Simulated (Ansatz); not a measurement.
The cluster Hg₂S₃. The state is a triplet with charge 0. Geometry r2SCAN-D4/def2-SVP; atoms count from 1.

```xyz
5

Hg    0.155    3.022   -0.604
Hg    0.519   -0.382    0.732
S     1.405    1.731    1.250
S    -1.605   -1.888   -1.454
S    -0.474   -2.483    0.076
```

In the def2 sets Hg takes a core potential; there is no spin–orbit coupling. At PBE0-D4/def2-TZVP a singlet of charge 0 lies 0.16 eV below the triplet, each at its own geometry. The structure comes from a short search, and lower isomers may exist.

Q: Estimate the Mulliken populations from the PBE0/def2-TZVP orbitals of Ansatz.

A: 
| atom | charge (e) | spin (α − β) | d electrons |
| --- | --- | --- | --- |
| Hg1 | 0.23 | 0.46 | 9.96 |
| Hg2 | 0.54 | -0.01 | 9.86 |
| S3 | -0.47 | 0.54 | – |
| S4 | -0.16 | 0.69 | – |
| S5 | -0.14 | 0.32 | – |
Mulliken values and Mayer orders depend strongly on the basis.

Q: Where does the spin sit?

A: Summed by element: Hg 0.46, S 1.54, of 2 unpaired in all. Largest on single atoms: S4 0.69, S3 0.54, Hg1 0.46.

Q: And the Mayer bond orders between bonded heavy atoms (over 0.3)?

A: Hg1–S3 0.74 (2.58 Å); Hg2–S3 0.95 (2.35 Å); Hg2–S5 0.78 (2.41 Å); S4–S5 1.57 (1.99 Å).
